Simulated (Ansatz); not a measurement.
Frontier orbitals of `[SiH3]N([SiH3])[Si](Cl)(Cl)N([SiH3])[SiH3]`.

Total charge 0; spin multiplicity 1. The geometry is a stationary point of PBE0-D4/def2-TZVP. It is one conformer, not always the lowest. Basis def2-TZVPP, Ansatz.

Orbital energies of one run (eV). Highest occupied ones, from the top: -6.67, -7.00, -7.79, -8.02, -8.20, -8.30, -8.38, -8.42, -8.50, -8.61, -8.70, -8.80, -9.32, -9.46. Empty: -1.27, -0.79, -0.43, -0.07, -0.05, 0.06.

Which functional gave them?
A. ωB97M-V
B. r2SCANh
C. HSE06 (plane-wave form)
D. PBE

D. HOMO energies: PBE -6.67, r2SCANh -7.46, ωB97M-V -10.22, HSE06 -7.57 eV.
